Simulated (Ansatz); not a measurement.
Consider the ligand exchange at a Ge–N bond: `[GeH3]/[N]=C1\O[SiH2]1` + `NC=O` → `O=C[NH][GeH3]` + `N=C1O[SiH2]1`.

Gas-phase electronic energies from Ansatz, PBE0-D4/def2-TZVP geometries. CCSD(T)/CBS adds triple-zeta CCSD(T) − MP2 to the extrapolated MP2 energy (def2 sets, frozen cores). This one scheme is used for every species. Functionals use def2-TZVPP. For Ge outer-core shells are correlated without core-valence functions, which leaves a few kJ/mol of doubt a bond. Scalar relativity is left out up to krypton. One conformer a species, not always the lowest.

`[GeH3]/[N]=C1\O[SiH2]1`:

Cartesian coordinates in Å:
```
Ge 0.907 1.085 1.547
N 1.070 0.355 -0.163
C 0.122 -0.261 -0.666
O -1.168 -0.566 -0.207
Si -0.942 -1.203 -1.771
H -0.238 2.111 1.577
H 2.247 1.772 1.829
H 0.651 -0.031 2.574
H -0.904 -2.678 -1.872
H -1.746 -0.584 -2.847
```

`NC=O`:

Z-matrix (Å, degrees):
```
N
C 1 1.351
H 1 1.003 2 121.3
H 1 1.006 2 119.3 3 -180.0
O 2 1.206 1 125.0 3 180.0
H 2 1.107 1 112.3 3 -0.0
```

`O=C[NH][GeH3]`:

Cartesian coordinates in Å:
```
O -0.948 0.472 1.675
C 0.025 -0.227 1.492
N 0.553 -0.449 0.271
Ge -0.258 0.360 -1.204
H 0.552 -0.735 2.321
H 1.363 -1.044 0.206
H -0.190 1.880 -1.045
H -1.697 -0.145 -1.329
H 0.601 -0.114 -2.387
```

`N=C1O[SiH2]1`:

```xyz
7

N     0.014    1.521    1.220
C    -0.044    0.626    0.354
O    -0.511    0.737   -0.937
Si    0.001   -0.863   -0.667
H     0.402    1.161    2.086
H    -1.064   -1.888   -0.644
H     1.203   -1.293   -1.411
```

```
     level  ΔE (kcal/mol)
   BLYP-D4            0.4
 r2SCAN-D4           -0.5
    B97M-V           -0.8
r2SCANh-D4           -0.5
```

Task: What does CCSD(T)/CBS give? (Estimate.)

Result: The calculation gave: -1.0 kcal/mol. The listed levels differ from it by 1.4, 0.5, 0.2, 0.5 kcal/mol.

Largest T1 diagnostic among the species: 0.017.

From BLYP to BHLYP (50 % exact exchange), in def2-TZVPP and without D4, ΔE moves by −0.8 kcal/mol. Leaving LDA and LC-ωPBE aside and taking each functional with its dispersion term where it has one, the values, not all of them listed here, spread over 1.5 kcal/mol, from ωB97M-V to BLYP-D4.
